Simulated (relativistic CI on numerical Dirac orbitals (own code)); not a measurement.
Cu²⁺: what numerical and physical settings do to a radial Dirac CI calculation

Reference input:

```
atom Cu  Z=29  charge=2  electrons=27
nucleus A=63  rms_radius_fm=3.8823
hamiltonian dirac-coulomb  breit=on  qed=on  c_scale=1
orbitals kli  potential=per-configuration
slater_scale 1
correlation none
mixing on
grid step=0.0125 r_max=49.7
scf mixing=0.4 start=green max_iterations=150 tolerance=2e-08 node_fill=0.05
configurations
  [Ar] 3d9
  [Ar] 3d8 4s
  [Ar] 3d8 4p
end
```

Computed lowest total energy -1651.43922 Ha, first excitation 2013.6 cm⁻¹, 36 SCF steps. Runs with settings changed; * marks those that are bad on purpose (the QED terms keep the true α when c is scaled):

| Changed | Outcome | Lowest level | ΔE (Ha) | First excitation (cm⁻¹) | SCF steps | Message |
| --- | --- | --- | --- | --- | --- | --- |
| Slater scale 0.5, SCF tolerance 1e-10 | converged | 3d⁹ ²D5/2 | 0.00013 | 1944.9 | 41 |  |
| speed of light × 0.8, nuclear radius 5.047 fm | converged | 3d⁹ ²D5/2 | -8 | 3110.8 | 36 |  |
| QED terms off, SCF mixing 0.7 | converged | 3d⁹ ²D5/2 | -0.455 | 2005.5 | 35 |  |
| SCF mixing 0.2, node fill of the KLI weights 0.2 | converged | 3d⁹ ²D5/2 | 0.00405 | 2080.6 | 46 |  |
| nuclear radius 38.823 fm * | converged | 3d⁹ ²D5/2 | 0.625 | 2014.0 | 36 |  |
| end of the grid at 12.43 bohr * | not converged |  |  |  | 24 | orbital 4s not found |

With so few configurations and no correlation, terms lie too far apart (by 10 to 50 % near neutrality), their order can be wrong, and levels of other configurations are missing.
